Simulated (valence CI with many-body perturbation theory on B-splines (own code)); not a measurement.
The numbers below are computed, except where a source is named.
## Ir LXXII: magnetic and hyperfine properties of the levels

Level of theory: configuration interaction combined with many-body perturbation theory (CI+MBPT): four valence electrons over a frozen Dirac-Fock core [He], radial functions for each j: 11 s, 11 p, 9 d, 7 f, 5 g, 2 h, 1 i, with the one-electron correlation potential Σ1 (screened to all orders), the two-electron term Σ2, the three-electron term Σ3, Breit, model QED; selected single and double excitations, second order for the rest (own B-spline code, finite nucleus).

No measured spectrum was set against this ion. As an estimate, large intervals hold to a few tenths of a per cent, small ones and those within an open d or f shell to about a per cent. Among the levels kept, up to 310 cm⁻¹ of a level comes from second order outside the variational space, and about a tenth of that is noise between levels of different J, which matters for small intervals.

A/g_I is the dipole constant over the nuclear g factor μ/I (μ in nuclear magnetons, uniformly magnetised nucleus), B/Q the quadrupole constant per barn. Both hold the static response of the core; the bare values leave it out. Large factors of s and p1/2 electrons are usually good to 5 to 10 %; those of open d and f shells near neutrality can be off by tens of per cent, and small factors of p3/2, d and f electrons come from cancelling terms and can be off by a factor of two or in sign, in half-filled shells by more. B is blank for J = 1/2, where it vanishes, and for nearly pure S terms. Energies count from the lowest level. Levels with J = 0 are left out.

Levels are named by their leading jj configuration (3d3/2^4 stands for four electrons in 3d with j = 3/2), which in mixed levels can hold well under half, so a name can repeat and another be missing. Letters in brackets count levels of one name in rising energy.

```
                     Level  E (eV)      g  A/g_I (MHz)  A/g_I bare  B/Q (MHz/b)  B/Q bare
    (2s^2 2p1/2 2p3/2) J=1    1699  1.465     -1090000    -1060000       957000    958000
    (2s^2 2p1/2 2p3/2) J=2    1717  1.129      3010000     3020000      1830000   1830000
    (2s 2p1/2^2 2p3/2) J=2    2022  1.484      7620000     7570000      1850000   1850000
    (2s 2p1/2^2 2p3/2) J=1    2115  1.112     -5740000    -5630000      1060000   1060000
        (2s^2 2p3/2^2) J=2    3443  1.289       969000      988000        86100     86200
(2s 2p1/2 2p3/2^2) J=2 [a]    3690  1.544      5370000     5340000       253000    253000
    (2s 2p1/2 2p3/2^2) J=3    3736  1.290      6800000     6770000        -5140     -5180
(2s 2p1/2 2p3/2^2) J=1 [a]    3828  1.297     -7060000    -6940000      -496000   -497000
(2s 2p1/2 2p3/2^2) J=2 [b]    3836  1.041      -550000     -497000      -176000   -176000
(2s 2p1/2 2p3/2^2) J=1 [b]    3841  1.286     1.77e+07    1.75e+07       286000    287000
     (2p1/2^2 2p3/2^2) J=2    4178  1.300       908000      949000        82300     82400
          (2s 2p3/2^3) J=2    5498  1.434      7710000     7650000     -1940000  -1950000
          (2s 2p3/2^3) J=1    5590  1.148     -5810000    -5690000      -850000   -852000
       (2p1/2 2p3/2^3) J=1    5894  1.466     -1160000    -1090000      -952000   -953000
       (2p1/2 2p3/2^3) J=2    5913  1.118      3000000     3010000     -1990000  -1990000
       (2s^2 2p1/2 3s) J=1   11440  1.297      8670000     8620000       -15400    -15400
    (2s^2 2p1/2 3p1/2) J=1   11531  0.629      6020000     6000000        -3690     -3690
       (2s 2p1/2^2 3s) J=1   11732  1.993     1.79e+07    1.77e+07         6350      6360
    (2s 2p1/2^2 3p1/2) J=1   11836  1.329     1.53e+07    1.51e+07        -6570     -6580
    (2s^2 2p1/2 3p3/2) J=2   12057  1.141      2520000     2520000       574000    574000
    (2s^2 2p1/2 3p3/2) J=1   12058  1.495     -1860000    -1850000       288000    288000
    (2s^2 2p1/2 3d3/2) J=2   12125  0.739      2440000     2430000       116000    117000
    (2s^2 2p1/2 3d3/2) J=1   12152  0.825     -2070000    -2070000        50500     50900
    (2s^2 2p1/2 3d5/2) J=2   12270  1.283     -1270000    -1270000       113000    114000
    (2s^2 2p1/2 3d5/2) J=3   12275  1.090      1600000     1590000       109000    110000
    (2s 2p1/2^2 3p3/2) J=2   12356  1.488      6970000     6910000       557000    557000
    (2s 2p1/2^2 3p3/2) J=1   12361  1.140     -6600000    -6520000       294000    294000
    (2s 2p1/2^2 3d3/2) J=1   12424  0.473     -6760000    -6690000        50900     51300
    (2s 2p1/2^2 3d3/2) J=2   12430  1.102      7010000     6940000        98600     99300
    (2s 2p1/2^2 3d5/2) J=3   12565  1.323      4700000     4650000       102000    103000
    (2s 2p1/2^2 3d5/2) J=2   12583  1.035     -4490000    -4440000        84400     85100
```

Take the isotope of mass number 191, with I = 3/2, μ = 0.1502 μN and Q = 0.816 b. What is the hyperfine structure of (2s^2 2p1/2 2p3/2) J=2?

From the table A = 301000 MHz, B = 1490000 MHz. Shifts from the centre of gravity in MHz: F = 1/2: -50800, F = 3/2: -903000, F = 5/2: -1080000, F = 7/2: 1280000.
